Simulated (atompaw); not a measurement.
What the settings do to the PAW (atompaw) potential of S

Base potential:

atompaw 4.2.0.5 input, output lines left out:

```
S 16
LDA-PW loggrid 1500 logderivrange -3 5 201
3 3 0 0 0 0
3 1 4
0 0 0
c
c
v
c
v
1
1.65 1.40 1.65 1.35
y
-0.7
n
y
0.2
n
custom rrkj vanderbiltortho gaussian
2 1 ultrasoft
1.65
1.65
1.65
1.65
```

All-electron outer shells of the reference configuration (LDA (PW92), non-relativistic, ld1.x):

```json
{"shell": "2p", "level (eV)": "-156.50", "outermost node (bohr)": "–", "outermost maximum (bohr)": "0.33"}
{"shell": "3s", "level (eV)": "-17.17", "outermost node (bohr)": "0.60", "outermost maximum (bohr)": "1.40"}
{"shell": "3p", "level (eV)": "-7.12", "outermost node (bohr)": "0.58", "outermost maximum (bohr)": "1.59"}
```

Cutoffs, loose and tight: the cutoffs (Ry, on a coarse ladder) from which the occupation-weighted sum of valence levels, in a spherical-Bessel basis at the reference potential, stays within 10 and 1 mRy of its value at 400 Ry. They see the waves, projectors and local potential, not the compensation charge or the core. A dash means not determined.

```csv
change,outcome,"cutoff, loose","cutoff, tight",bound ghosts
base,"generated, no UPF (negative core plus compensation charge)",18 Ry,30 Ry,none
core correction smooth core density matched at 0.82 bohr,generated,18 Ry,30 Ry,none
"augmentation gaussian compensation charge, radius 1.40 bohr; PAW radius 1.65 bohr; waves and projectors: custom rrkj gramschmidtortho","generated, no UPF (negative core plus compensation charge)",18 Ry,30 Ry,none
"augmentation sinc compensation charge, radius 1.40 bohr; PAW radius 1.65 bohr; waves and projectors: custom rrkj vanderbiltortho","generated, no UPF (negative core plus compensation charge)",18 Ry,30 Ry,none
wave 3p channel at 0.2 Ry: rc 1.65 bohr becomes 3p channel at 1.96 Ry: rc 1.65 bohr,"generated, no UPF (negative core plus compensation charge)",18 Ry,30 Ry,none
functional PBEsol,"generated, no UPF (negative core plus compensation charge)",18 Ry,30 Ry,none
wave 3p (bound): rc 1.65 bohr becomes 3p (bound): rc 1.36 bohr,"generated, no UPF (negative core plus compensation charge)",12 Ry,21 Ry,none
"local potential vpsmatchnc scheme with l = 2 at 1 Ry, radius 1.65 bohr","generated, no UPF (negative core plus compensation charge)",18 Ry,30 Ry,none
```

What comes out with this change to the base: all radii scaled by about 0.92 (s 1.52, p 1.52 bohr); local potential ultrasoft scheme with l = 2 at 1 Ry, radius 1.52 bohr; augmentation gaussian compensation charge, radius 1.28 bohr; PAW radius 1.52 bohr; waves and projectors: custom rrkj vanderbiltortho; core correction smooth core density matched at 1.24 bohr?

outcome: generated, no UPF (negative core plus compensation charge); cutoff, loose: 18 Ry; cutoff, tight: 35 Ry; bound ghosts: none.

What comes out with this change to the base: augmentation gaussian compensation charge, radius 1.40 bohr; PAW radius 1.65 bohr; waves and projectors: custom polynom vanderbiltortho?

outcome: generated, no UPF (negative core plus compensation charge); cutoff, loose: 15 Ry; cutoff, tight: 25 Ry; bound ghosts: none.
